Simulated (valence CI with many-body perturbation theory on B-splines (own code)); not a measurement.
# E1 line list for Hg LXVII

Calculated by relativistic CI+MBPT: four valence electrons over a frozen Dirac-Fock core [Ne], a basis of 11 s, 11 p, 9 d, 7 f, 5 g, 2 h, 1 i functions for each j, with the one-electron correlation potential Σ1, the two-electron term Σ2, the three-electron term Σ3, Breit, model QED; selected CI, second order for the rest (own B-spline code, finite nucleus).

No measured spectrum was set against this ion. As an estimate, large intervals hold to a few tenths of a per cent, small ones and those within an open d or f shell to about a per cent.

Lines 201 to 250 of 277 in falling wavelength, among levels below 1701.2 eV, chosen from the strongest by gf and those to the six lowest levels. Wavelengths and rates use the calculated energies. Electric multipoles are in the length gauge, E1 and E2 with the static RPA response of the core. Weak lines are less certain than strong ones. Lines between different terms over intervals too small for the method are left out, as are lines whose strength nearly cancels. Where a level lies close to another of its J and parity, the split of strength between their lines is uncertain. The highest levels of a list are the least certain.

Levels are named by their leading jj configuration (3d3/2^4 stands for four electrons in 3d with j = 3/2), which in mixed levels can hold well under half, so a name can repeat and another be missing. Letters in brackets count levels of one name in rising energy.

| λ vac (nm) | Upper | Lower | A (s⁻¹) | S (a.u.) with core polarisation | S without |
| --- | --- | --- | --- | --- | --- |
| 1.559 | (3s 3p1/2 3p3/2 3d3/2) J=1 [d] | (3s 3p1/2^2 3p3/2) J=1 | 8.24e+12 | 4.62e-02 | 4.69e-02 |
| 1.559 | (3s 3p1/2 3p3/2 3d3/2) J=2 [d] | (3s 3p1/2^2 3p3/2) J=1 | 2.53e+12 | 2.37e-02 | 2.40e-02 |
| 1.558 | (3s 3p1/2 3p3/2 3d3/2) J=1 [c] | (3s 3p1/2^2 3p3/2) J=2 | 3.11e+11 | 1.74e-03 | 1.77e-03 |
| 1.553 | (3s^2 3d3/2 3d5/2) J=4 | (3s^2 3p1/2 3d5/2) J=3 | 5.60e+12 | 9.31e-02 | 9.44e-02 |
| 1.551 | (3s^2 3d3/2 3d5/2) J=2 | (3s^2 3p1/2 3d5/2) J=3 | 1.76e+12 | 1.62e-02 | 1.64e-02 |
| 1.551 | (3s 3p1/2 3p3/2 3d3/2) J=0 [b] | (3s 3p1/2^2 3p3/2) J=1 | 5.15e+12 | 9.47e-03 | 9.60e-03 |
| 1.549 | (3s^2 3d3/2^2) J=0 | (3s^2 3p1/2 3d3/2) J=1 | 1.40e+13 | 2.56e-02 | 2.59e-02 |
| 1.548 | (3s^2 3d3/2 3d5/2) J=2 | (3s^2 3p1/2 3d5/2) J=2 | 5.83e+12 | 5.34e-02 | 5.41e-02 |
| 1.547 | (3s^2 3p3/2 3d3/2) J=2 | (3s^2 3p1/2 3p3/2) J=1 | 2.75e+12 | 2.51e-02 | 2.55e-02 |
| 1.547 | (3s^2 3p3/2 3d3/2) J=1 | (3s^2 3p1/2 3p3/2) J=1 | 7.00e+12 | 3.84e-02 | 3.89e-02 |
| 1.545 | (3s^2 3p3/2 3d3/2) J=0 | (3s^2 3p1/2 3p3/2) J=1 | 6.31e+12 | 1.15e-02 | 1.16e-02 |
| 1.545 | (3s 3p1/2 3p3/2 3d5/2) J=2 [b] | (3s^2 3p1/2 3d3/2) J=1 | 5.08e+11 | 4.62e-03 | 4.68e-03 |
| 1.543 | (3s^2 3p1/2 3d3/2) J=1 | (3s^2 3p1/2^2) J=0 | 9.01e+12 | 4.90e-02 | 4.97e-02 |
| 1.539 | (3s^2 3d3/2 3d5/2) J=1 | (3s^2 3p1/2 3d5/2) J=2 | 7.37e+12 | 3.98e-02 | 4.03e-02 |
| 1.509 | (3s 3p1/2 3p3/2 3d5/2) J=2 [a] | (3s^2 3p1/2 3d3/2) J=2 | 1.35e+12 | 1.15e-02 | 1.16e-02 |
| 1.506 | (3s^2 3d3/2^2) J=2 | (3s^2 3p1/2 3d3/2) J=2 | 2.94e+12 | 2.48e-02 | 2.51e-02 |
| 1.504 | (3s 3p1/2 3p3/2 3d3/2) J=1 [d] | (3s 3p1/2^2 3p3/2) J=2 | 3.67e+10 | 1.85e-04 | 1.87e-04 |
| 1.503 | (3s 3p1/2 3p3/2 3d3/2) J=2 [d] | (3s 3p1/2^2 3p3/2) J=2 | 7.98e+11 | 6.69e-03 | 6.78e-03 |
| 1.489 | (3s 3p1/2 3p3/2 3d5/2) J=3 [a] | (3s^2 3p1/2 3d3/2) J=2 | 8.87e+08 | 1.01e-05 | 1.03e-05 |
| 1.487 | (3s 3p1/2 3p3/2 3d5/2) J=0 | (3s^2 3p1/2 3d3/2) J=1 | 8.30e+11 | 1.35e-03 | 1.37e-03 |
| 1.470 | (3s 3p1/2 3p3/2 3d5/2) J=2 [a] | (3s 3p1/2^2 3p3/2) J=1 | 1.20e+10 | 9.42e-05 | 9.55e-05 |
| 1.468 | (3s 3p1/2 3p3/2 3d5/2) J=3 [b] | (3s^2 3p1/2 3d3/2) J=2 | 2.06e+09 | 2.25e-05 | 2.28e-05 |
| 1.468 | (3s^2 3d3/2^2) J=2 | (3s 3p1/2^2 3p3/2) J=1 | 1.62e+10 | 1.27e-04 | 1.28e-04 |
| 1.467 | (3s 3p1/2 3p3/2 3d5/2) J=1 [a] | (3s^2 3p1/2 3d3/2) J=2 | 3.30e+10 | 1.54e-04 | 1.56e-04 |
| 1.454 | (3s 3p1/2 3p3/2 3d5/2) J=2 [b] | (3s^2 3p1/2 3d3/2) J=2 | 3.60e+11 | 2.73e-03 | 2.77e-03 |
| 1.441 | (3s 3p1/2 3p3/2 3d5/2) J=3 [c] | (3s^2 3p1/2 3d3/2) J=2 | 2.31e+09 | 2.39e-05 | 2.42e-05 |
| 1.430 | (3s 3p1/2 3p3/2 3d5/2) J=1 [b] | (3s^2 3p1/2 3d3/2) J=2 | 1.03e+08 | 4.47e-07 | 4.49e-07 |
| 1.430 | (3s 3p1/2 3p3/2 3d5/2) J=1 [a] | (3s 3p1/2^2 3p3/2) J=1 | 2.88e+11 | 1.25e-03 | 1.27e-03 |
| 1.421 | (3s^2 3d3/2^2) J=0 | (3s 3p1/2^2 3p3/2) J=1 | 1.32e+11 | 1.86e-04 | 1.89e-04 |
| 1.421 | (3s 3p1/2 3p3/2 3d5/2) J=2 [a] | (3s 3p1/2^2 3p3/2) J=2 | 1.07e+11 | 7.60e-04 | 7.71e-04 |
| 1.419 | (3s^2 3d3/2^2) J=2 | (3s 3p1/2^2 3p3/2) J=2 | 1.84e+10 | 1.30e-04 | 1.32e-04 |
| 1.418 | (3s 3p1/2 3p3/2 3d5/2) J=2 [b] | (3s 3p1/2^2 3p3/2) J=1 | 9.60e+10 | 6.76e-04 | 6.85e-04 |
| 1.409 | (3s 3p1/2 3p3/2 3d5/2) J=1 [c] | (3s^2 3p1/2 3d3/2) J=2 | 4.21e+09 | 1.74e-05 | 1.76e-05 |
| 1.406 | (3s 3p1/2 3p3/2 3d5/2) J=3 [d] | (3s^2 3p1/2 3d3/2) J=2 | 5.28e+07 | 5.08e-07 | 5.22e-07 |
| 1.405 | (3s 3p1/2 3p3/2 3d5/2) J=2 [c] | (3s^2 3p1/2 3d3/2) J=2 | 5.90e+09 | 4.04e-05 | 4.09e-05 |
| 1.403 | (3s 3p1/2 3p3/2 3d5/2) J=3 [a] | (3s 3p1/2^2 3p3/2) J=2 | 9.76e+10 | 9.32e-04 | 9.45e-04 |
| 1.399 | (3s^2 3p3/2 3d5/2) J=2 | (3s^2 3p1/2 3p3/2) J=2 | 3.65e+10 | 2.47e-04 | 2.50e-04 |
| 1.396 | (3s 3p1/2 3p3/2 3d5/2) J=1 [b] | (3s 3p1/2^2 3p3/2) J=1 | 4.45e+10 | 1.79e-04 | 1.82e-04 |
| 1.391 | (3s 3p1/2 3p3/2 3d5/2) J=2 [d] | (3s^2 3p1/2 3d3/2) J=2 | 1.61e+09 | 1.07e-05 | 1.08e-05 |
| 1.385 | (3s 3p1/2 3p3/2 3d5/2) J=3 [b] | (3s 3p1/2^2 3p3/2) J=2 | 2.35e+10 | 2.16e-04 | 2.19e-04 |
| 1.384 | (3s^2 3p3/2 3d5/2) J=2 | (3s^2 3p1/2 3p3/2) J=1 | 7.71e+08 | 5.04e-06 | 5.12e-06 |
| 1.384 | (3s 3p1/2 3p3/2 3d5/2) J=1 [a] | (3s 3p1/2^2 3p3/2) J=2 | 5.13e+09 | 2.01e-05 | 2.04e-05 |
| 1.375 | (3s 3p1/2 3p3/2 3d5/2) J=1 [c] | (3s 3p1/2^2 3p3/2) J=1 | 4.97e+09 | 1.91e-05 | 1.94e-05 |
| 1.372 | (3s 3p1/2 3p3/2 3d5/2) J=2 [b] | (3s 3p1/2^2 3p3/2) J=2 | 1.54e+11 | 9.81e-04 | 9.94e-04 |
| 1.372 | (3s 3p1/2 3p3/2 3d5/2) J=2 [c] | (3s 3p1/2^2 3p3/2) J=1 | 4.22e+10 | 2.68e-04 | 2.72e-04 |
| 1.370 | (3s 3p1/2 3p3/2 3d5/2) J=0 | (3s 3p1/2^2 3p3/2) J=1 | 6.15e+11 | 7.79e-04 | 7.90e-04 |
| 1.363 | (3s^2 3p3/2 3d5/2) J=3 | (3s^2 3p1/2 3p3/2) J=2 | 5.58e+08 | 4.88e-06 | 4.96e-06 |
| 1.360 | (3s 3p1/2 3p3/2 3d5/2) J=3 [c] | (3s 3p1/2^2 3p3/2) J=2 | 1.37e+11 | 1.19e-03 | 1.21e-03 |
| 1.358 | (3s 3p1/2 3p3/2 3d5/2) J=2 [d] | (3s 3p1/2^2 3p3/2) J=1 | 4.59e+10 | 2.83e-04 | 2.87e-04 |
| 1.351 | (3s 3p1/2 3p3/2 3d5/2) J=1 [b] | (3s 3p1/2^2 3p3/2) J=2 | 6.52e+10 | 2.38e-04 | 2.41e-04 |
